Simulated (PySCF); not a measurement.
Mayer bond orders and bond lengths

C6H11FO2Si.
Atom-mapped SMILES: `[CH2:1]=[CH:2][CH2:3][C@@H:4]([CH2:5][F:6])[C:7](=[O:8])[O:9][SiH3:10]` (hydrogens: H11, H12 on C1; H13 on C2; H14, H15 on C3; H16 on C4; H17, H18 on C5; H19, H20, H21 on Si10)

Structure used (GFN2-xTB), in Å, numbered top down from 1:
```
atom  x, y, z in Å
C1    -3.4231    0.6344   -0.6310
C2    -2.3187    0.9771    0.0049
C3    -0.9397    0.8020   -0.5496
C4    -0.0983   -0.1522    0.3172
C5    -0.7144   -1.5495    0.3177
F6    -0.1004   -2.3377    1.2585
C7     1.3019   -0.2330   -0.2657
O8     1.5461   -0.7072   -1.3438
O9     2.2305    0.2827    0.5138
Si10   3.8425    0.2519    0.0778
H11   -4.3993    0.7830   -0.2025
H12   -3.3946    0.1957   -1.6150
H13   -2.3685    1.4143    0.9938
H14   -0.4370    1.7730   -0.5783
H15   -0.9833    0.4085   -1.5668
H16   -0.0351    0.2183    1.3442
H17   -1.7765   -1.5110    0.5785
H18   -0.5723   -2.0349   -0.6528
H19    4.2602   -1.1340   -0.0799
H20    4.3712    0.9145    1.2606
H21    3.9998    1.0211   -1.1510
```

Bond orders from the PBE0/pcSseg-1 density (PySCF). The structure is a single GFN2-xTB conformer in the gas phase; no vibrational or solvent corrections.

(1) Where do the orders between heavy atoms depart from those drawn in the SMILES?

(2) Set the Mayer orders of the bonds beside their lengths.

Answers

(1) The largest departure is 0.172, at O9–Si10 (drawn single, 0.828). Drawn single, order below 0.88: O9–Si10 (0.828).

(2) 
```json
{"bond": "C1–C2", "drawn as": "double", "length (Å)": "1.320", "Mayer order": "1.976"}
{"bond": "C2–C3", "drawn as": "single", "length (Å)": "1.497", "Mayer order": "1.040"}
{"bond": "C3–C4", "drawn as": "single", "length (Å)": "1.539", "Mayer order": "0.976"}
{"bond": "C4–C5", "drawn as": "single", "length (Å)": "1.527", "Mayer order": "0.998"}
{"bond": "C5–F6", "drawn as": "single", "length (Å)": "1.372", "Mayer order": "0.882"}
{"bond": "C4–C7", "drawn as": "single", "length (Å)": "1.519", "Mayer order": "0.903"}
{"bond": "C7–O8", "drawn as": "double", "length (Å)": "1.203", "Mayer order": "1.924"}
{"bond": "C7–O9", "drawn as": "single", "length (Å)": "1.318", "Mayer order": "1.091"}
{"bond": "O9–Si10", "drawn as": "single", "length (Å)": "1.670", "Mayer order": "0.828"}
{"bond": "C1–H11", "drawn as": "single", "length (Å)": "1.076", "Mayer order": "0.951"}
{"bond": "C1–H12", "drawn as": "single", "length (Å)": "1.078", "Mayer order": "0.956"}
{"bond": "C2–H13", "drawn as": "single", "length (Å)": "1.082", "Mayer order": "0.957"}
{"bond": "C3–H14", "drawn as": "single", "length (Å)": "1.094", "Mayer order": "0.934"}
{"bond": "C3–H15", "drawn as": "single", "length (Å)": "1.092", "Mayer order": "0.941"}
{"bond": "C4–H16", "drawn as": "single", "length (Å)": "1.094", "Mayer order": "0.937"}
{"bond": "C5–H17", "drawn as": "single", "length (Å)": "1.094", "Mayer order": "0.948"}
{"bond": "C5–H18", "drawn as": "single", "length (Å)": "1.094", "Mayer order": "0.941"}
{"bond": "Si10–H19", "drawn as": "single", "length (Å)": "1.456", "Mayer order": "0.940"}
{"bond": "Si10–H20", "drawn as": "single", "length (Å)": "1.455", "Mayer order": "0.937"}
{"bond": "Si10–H21", "drawn as": "single", "length (Å)": "1.458", "Mayer order": "0.938"}
```

Bonds between the same two heavy elements. C–C: lowest C4–C7 (0.903, 1.519 Å), highest C1–C2 (1.976, 1.320 Å); in 2 of the 10 pairs the longer bond (by over 0.003 Å) has the higher order (by 0.02 or more). C–O: lowest C7–O9 (1.091, 1.318 Å), highest C7–O8 (1.924, 1.203 Å).

**Question.** Sum the orders of all bonds at each heavy atom with more than one neighbour and set the sums beside the valence in the SMILES.

**Answer.** C1 3.883 (drawn 4), C2 3.973 (drawn 4), C3 3.891 (drawn 4), C4 3.814 (drawn 4), C5 3.769 (drawn 4), C7 3.918 (drawn 4), O9 1.919 (drawn 2), Si10 3.643 (drawn 4). Orders between atoms that aren't bonded are not in these sums.

The Mayer order sums products of elements of PS (density times overlap matrix) between the two atoms' basis functions, so it depends on the basis set.
